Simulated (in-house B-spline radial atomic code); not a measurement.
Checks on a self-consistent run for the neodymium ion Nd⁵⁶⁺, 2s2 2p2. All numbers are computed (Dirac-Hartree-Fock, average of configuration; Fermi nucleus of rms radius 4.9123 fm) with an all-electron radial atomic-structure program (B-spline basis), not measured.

```
orbital        q      ε (Eh)    <1/r>        <r²>  small-component weight
  2s1/2        2  -451.73618  16.8299    0.010477                0.012388
  2p1/2  0.66667  -449.94259  16.8386  0.00734644                 0.01241
  2p3/2   1.3333  -426.38505   15.119  0.00836171                0.011744
```

Electron-electron repulsion V_ee = 57.5075 hartree.

Problem. What total energy follows from the eigenvalues?

Solution. The eigenvalues count the repulsion twice, so E = Σqε - V_ee = -1771.947 - 57.507 = -1829.455 hartree; the run printed -1829.455.

Problem. Does the Dirac virial theorem hold?

Solution. For a point nucleus E = -2c²Σq·w, with w the small-component weight. Here Σq·w = 0.048707 and c = 137.0360, so the ratio E/(-2c²Σq·w) is 1.000065; the finite nucleus accounts for the departure from 1.

Problem. What diamagnetic shielding (Lamb formula) and susceptibility (Langevin formula) do the radii give?

Solution. σ = (α²/3)Σq<1/r> = 65.0442/(3·137.036²) = 1154.6 ppm, and χ = -0.79199×10⁻⁶·Σq<r²> = -0.0293×10⁻⁶ cm³/mol with Σq<r²> = 0.037001 bohr². Both are non-relativistic formulas without the paramagnetism of open shells; for so heavy an element the full relativistic shielding is larger by tens of per cent.
